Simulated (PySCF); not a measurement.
**Dipole response of Mn²⁺ (manganese, charge +2)**

[Ar] 3d4 4s1, high-spin 6D determinant (an excited configuration). Computed with PySCF 2.14 in aug-cc-pwCVTZ-DK with one added diffuse shell each of s, p, d, f, g type (11s10p8d5f4g, 152 functions), with scalar relativity by spin-free X2C-1e. Coupled (time-dependent) response in atomic units; α is the mean over directions.

```csv
method,mean α (bohr³),"α xx, yy, zz",C₆ (like pair),S(−4)
PBE,17.10,"17.33, 17.33, 16.62",67.25,252.9
```

S(−4) is the Cauchy moment in α(ω) = α(0) + S(−4) ω² + …

α(iu) at PBE:

| u (hartree) | α(iu) (bohr³) |
| --- | --- |
| 0 | 17.10 |
| 0.0500 | 16.49 |
| 0.100 | 14.93 |
| 0.200 | 11.07 |
| 0.300 | 8.059 |
| 0.500 | 4.837 |
| 0.750 | 3.148 |
| 1.00 | 2.333 |
| 1.50 | 1.528 |
| 2.00 | 1.113 |
| 3.00 | 0.6782 |
| 5.00 | 0.3310 |

A single London oscillator, α(iu) = α/(1 + u²/ω²), gives C₆ = (3/4) ω α². Matching the computed C₆ needs ω = 4 × 67.25 / (3 × 17.10²) = 0.307 hartree.

For an ion, C₆ is the dispersion term alone; charge-induced terms of lower order in 1/R come first.

The components differ because the open shell of this determinant is not spherical; for a pure term their mean is the scalar polarisability.
